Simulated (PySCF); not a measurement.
Species: C9H9FO2.
Numbering: `[CH3:1][CH2:2][O:3][C:4](=[O:5])[c:6]1[cH:7][cH:8][c:9]([F:10])[cH:11][cH:12]1` (hydrogens: H13, H14, H15 on C1; H16, H17 on C2; H18 on C7; H19 on C8; H20 on C11; H21 on C12)

The same species was optimised twice, with GFN2-xTB and with PBE0-D3(BJ)/def2-SVP (PySCF), and the same property calculations (PySCF, gas phase) were run on both structures.

| coordinate | GFN2-xTB | PBE0-D3(BJ)/def2-SVP | change |
| --- | --- | --- | --- |
| C9–F10 (Å) | 1.346 | 1.329 | -0.017 |
| C1–C2 (Å) | 1.517 | 1.506 | -0.011 |
| C11–C12 (Å) | 1.381 | 1.390 | +0.009 |
| C7–C8 (Å) | 1.381 | 1.389 | +0.008 |
| C6–C12 (Å) | 1.393 | 1.400 | +0.007 |
| C8–C9 (Å) | 1.385 | 1.392 | +0.007 |
| C9–C11 (Å) | 1.385 | 1.391 | +0.006 |
| C6–C7 (Å) | 1.393 | 1.400 | +0.007 |
| C2–O3 (Å) | 1.428 | 1.425 | -0.003 |
| C4=O5 (Å) | 1.207 | 1.206 | -0.001 |
| C4–C6 (Å) | 1.485 | 1.485 | 0.000 |
| O3–C4 (Å) | 1.337 | 1.337 | 0.000 |
| C4–C6–C12 (°) | 121.7 | 122.3 | +0.6 |
| C1–C2–O3 (°) | 108.4 | 108.0 | -0.4 |
| C4–C6–C7 (°) | 118.2 | 117.9 | -0.3 |
| C7–C6–C12 (°) | 120.0 | 119.8 | -0.2 |
| C8–C9–C11 (°) | 122.2 | 122.0 | -0.2 |
| C6–C12–C11 (°) | 120.1 | 120.3 | +0.2 |
| O5–C4–C6 (°) | 124.1 | 124.3 | +0.2 |
| F10–C9–C11 (°) | 118.9 | 119.0 | +0.1 |
| C1–C2–O3–C4 (°) | 180 | 179 | -1 |
| C2–O3–C4–O5 (°) | 0 | 0 | 0 |
| O3–C4–C6–C7 (°) | 180 | 179 | -1 |

Rotational constants: A = 2609, B = 435.1, C = 374.7 MHz (GFN2-xTB) against A = 2606, B = 434.0, C = 373.8 MHz (PBE0-D3(BJ)/def2-SVP).

On the GFN2-xTB structure: HOMO (eV) -7.54 [PBE0/pcSseg-1]; LUMO (eV) -1.36 [PBE0/pcSseg-1]; dipole (D) 2.14 [PBE0/pcSseg-1]; GIAO shielding of C1 (ppm) 170.9 [PBE0/pcSseg-1]; GIAO shielding of C2 (ppm) 122.5 [PBE0/pcSseg-1]; GIAO shielding of O3 (ppm) 131.4 [PBE0/pcSseg-1]; GIAO shielding of C4 (ppm) 15.7 [PBE0/pcSseg-1]; GIAO shielding of O5 (ppm) -77.8 [PBE0/pcSseg-1]; GIAO shielding of C6 (ppm) 56.0 [PBE0/pcSseg-1]; GIAO shielding of C7/C12 (mean) (ppm) 47.8 [PBE0/pcSseg-1]; GIAO shielding of C8/C11 (mean) (ppm) 66.1 [PBE0/pcSseg-1].

Q: What do these properties become on the PBE0-D3(BJ)/def2-SVP structure?

A: 
```json
{"property": "HOMO (eV)", "level": "PBE0/pcSseg-1", "on GFN2-xTB": "-7.54", "on PBE0-D3(BJ)/def2-SVP": "-7.50", "change": "+0.04"}
{"property": "LUMO (eV)", "level": "PBE0/pcSseg-1", "on GFN2-xTB": "-1.36", "on PBE0-D3(BJ)/def2-SVP": "-1.36", "change": "0.00"}
{"property": "dipole (D)", "level": "PBE0/pcSseg-1", "on GFN2-xTB": "2.14", "on PBE0-D3(BJ)/def2-SVP": "2.07", "change": "-0.07"}
{"property": "energy, GFN2-xTB geometry as zero (kcal/mol)", "level": "PBE0/pcSseg-1", "on GFN2-xTB": "0.0", "on PBE0-D3(BJ)/def2-SVP": "-0.1", "change": "-0.1"}
{"property": "GIAO shielding of C1 (ppm)", "level": "PBE0/pcSseg-1", "on GFN2-xTB": "170.9", "on PBE0-D3(BJ)/def2-SVP": "169.1", "change": "-1.8"}
{"property": "GIAO shielding of C2 (ppm)", "level": "PBE0/pcSseg-1", "on GFN2-xTB": "122.5", "on PBE0-D3(BJ)/def2-SVP": "122.7", "change": "+0.2"}
{"property": "GIAO shielding of O3 (ppm)", "level": "PBE0/pcSseg-1", "on GFN2-xTB": "131.4", "on PBE0-D3(BJ)/def2-SVP": "130.6", "change": "-0.8"}
{"property": "GIAO shielding of C4 (ppm)", "level": "PBE0/pcSseg-1", "on GFN2-xTB": "15.7", "on PBE0-D3(BJ)/def2-SVP": "16.1", "change": "+0.4"}
{"property": "GIAO shielding of O5 (ppm)", "level": "PBE0/pcSseg-1", "on GFN2-xTB": "-77.8", "on PBE0-D3(BJ)/def2-SVP": "-76.2", "change": "+1.6"}
{"property": "GIAO shielding of C6 (ppm)", "level": "PBE0/pcSseg-1", "on GFN2-xTB": "56.0", "on PBE0-D3(BJ)/def2-SVP": "55.1", "change": "-0.9"}
{"property": "GIAO shielding of C7/C12 (mean) (ppm)", "level": "PBE0/pcSseg-1", "on GFN2-xTB": "47.8", "on PBE0-D3(BJ)/def2-SVP": "45.6", "change": "-2.2"}
{"property": "GIAO shielding of C8/C11 (mean) (ppm)", "level": "PBE0/pcSseg-1", "on GFN2-xTB": "66.1", "on PBE0-D3(BJ)/def2-SVP": "64.4", "change": "-1.7"}
```

The heavy atoms differ by 0.017 Å rms after alignment. Among bonds between heavy atoms C9–F10 changes most (-0.017 Å). Changes are differences of the printed values. Neither structure is proved a minimum here.

The values belong to the conformer `[CH3:1][CH2:2][O:3][C:4](=[O:5])[c:6]1[cH:7][cH:8][c:9]([F:10])[cH:11][cH:12]1`: C1–C2–O3–C4 179°, C2–O3–C4–O5 0°, O3–C4–C6–C7 179°.
